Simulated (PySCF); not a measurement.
## `C#C[C@@H](C=C=C)N(C)C`, C$_{8}$H$_{11}$N

Molfile (atoms numbered from 1):
```
C8H11N
     RDKit          3D

 20 19  0  0  0  0  0  0  0  0999 V2000
    1.3295   -1.0223   -2.6203 C   0  0  0  0  0  0  0  0  0  0  0  0
    0.8139   -0.6895   -1.5927 C   0  0  0  0  0  0  0  0  0  0  0  0
    0.2430   -0.2650   -0.3228 C   0  0  1  0  0  0  0  0  0  0  0  0
    1.1378    0.8315    0.2170 C   0  0  0  0  0  0  0  0  0  0  0  0
    1.8575    0.7026    1.2866 C   0  0  0  0  0  0  0  0  0  0  0  0
    2.5575    0.5422    2.3636 C   0  0  0  0  0  0  0  0  0  0  0  0
   -1.1195    0.2400   -0.4997 N   0  0  0  0  0  0  0  0  0  0  0  0
   -1.9782   -0.7457   -1.1205 C   0  0  0  0  0  0  0  0  0  0  0  0
   -1.6753    0.6923    0.7573 C   0  0  0  0  0  0  0  0  0  0  0  0
    1.7704   -1.3207   -3.5242 H   0  0  0  0  0  0  0  0  0  0  0  0
    0.2648   -1.1300    0.3731 H   0  0  0  0  0  0  0  0  0  0  0  0
    1.1510    1.7394   -0.3694 H   0  0  0  0  0  0  0  0  0  0  0  0
    2.1754    0.8143    3.3353 H   0  0  0  0  0  0  0  0  0  0  0  0
    3.5608    0.1474    2.3353 H   0  0  0  0  0  0  0  0  0  0  0  0
   -2.9603   -0.3023   -1.2801 H   0  0  0  0  0  0  0  0  0  0  0  0
   -2.0977   -1.6526   -0.5045 H   0  0  0  0  0  0  0  0  0  0  0  0
   -1.5611   -1.0310   -2.0848 H   0  0  0  0  0  0  0  0  0  0  0  0
   -1.7670   -0.1203    1.4974 H   0  0  0  0  0  0  0  0  0  0  0  0
   -1.0427    1.4728    1.1773 H   0  0  0  0  0  0  0  0  0  0  0  0
   -2.6652    1.1074    0.5731 H   0  0  0  0  0  0  0  0  0  0  0  0
  1  2  3  0
  2  3  1  0
  3  4  1  0
  4  5  2  0
  5  6  2  0
  3  7  1  0
  7  8  1  0
  7  9  1  0
  1 10  1  0
  3 11  1  1
  4 12  1  0
  6 13  1  0
  6 14  1  0
  8 15  1  0
  8 16  1  0
  8 17  1  0
  9 18  1  0
  9 19  1  0
  9 20  1  0
M  END
```

Computed, not measured: GIAO B3LYP/pcSseg-1 magnetisability, rotational g tensor and spin-rotation constants, non-relativistic, gas phase (PySCF). Geometry: GFN2-xTB.

Q: Give the nuclear spin-rotation constants along the inertial axes (H = +C I·J) beside the isotropic shieldings.

A: Rotational constants 2.0836, 1.2318, 0.8263 GHz. A star marks the isotopologue with that one atom substituted, in its own axes.
```csv
atom,isotope,Caa (kHz),Cbb (kHz),Ccc (kHz),mean (kHz),σ (ppm)
N7,14N,0.108,0.062,0.048,0.073,204.7
H10,1H,-0.205,0.005,-0.097,-0.099,30.0
H11,1H,-0.198,-0.141,0.032,-0.102,28.8
H12,1H,-0.218,-0.143,0.072,-0.096,26.5
H13,1H,-0.150,0.047,-0.089,-0.064,26.9
H14,1H,-0.104,0.006,-0.079,-0.059,26.9
H15,1H,-0.102,-0.041,-0.079,-0.074,29.4
H16,1H,-0.220,-0.136,0.022,-0.111,30.2
H17,1H,-0.147,0.029,-0.089,-0.069,28.3
H18,1H,-0.226,-0.124,0.015,-0.112,30.3
H19,1H,0.006,-0.121,-0.057,-0.058,28.8
H20,1H,-0.078,-0.056,-0.080,-0.071,29.5
C1,13C*,0.595,0.137,0.265,0.332,103.5
C2,13C*,0.708,0.048,0.321,0.359,94.0
C3,13C*,0.450,0.275,0.182,0.302,117.2
C4,13C*,0.582,0.208,0.314,0.368,81.3
C5,13C*,0.937,0.597,0.375,0.636,-42.2
C6,13C*,0.441,0.440,0.121,0.334,103.4
C8,13C*,0.325,0.279,0.159,0.254,135.5
```
For the geometry as given, no vibrational averaging.
